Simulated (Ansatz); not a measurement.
Results of the Gaussian-basis code of Ansatz.

A structure relaxed at PBE0-D4/def2-TZVP, charge 0, multiplicity 1:

| atom | x (Å) | y (Å) | z (Å) |
| --- | --- | --- | --- |
| N1 | 1.263 | 1.854 | 2.104 |
| Si2 | 0.174 | 1.368 | 0.907 |
| F3 | 0.404 | 2.057 | -0.521 |
| S4 | 0.492 | -0.719 | 0.644 |
| Si5 | -0.428 | -0.987 | -1.254 |
| N6 | -0.734 | -2.643 | -1.390 |
| F7 | -1.738 | -0.065 | -1.270 |
| H8 | 1.104 | 2.678 | 2.660 |
| H9 | 2.222 | 1.551 | 2.123 |
| H10 | -1.188 | 1.743 | 1.325 |
| H11 | 0.384 | -0.559 | -2.408 |
| H12 | -1.114 | -3.189 | -0.636 |
| H13 | -0.839 | -3.089 | -2.286 |

Problem. Give its formula and SMILES.

Solution. F2H6N2SSi2, `N[Si@@H](F)S[Si@@H](N)F`.

Problem. Point group (tolerance 0.08 Å, 0.16 Å for H)?

Solution. C2.

Problem. Summarise the bond lengths by kind.

Solution. 2 × N–Si 1.689 Å; 4 × H–N 1.006 Å; 2 × F–Si 1.602 Å; 2 × S–Si 2.127 Å; 2 × H–Si 1.474 Å.
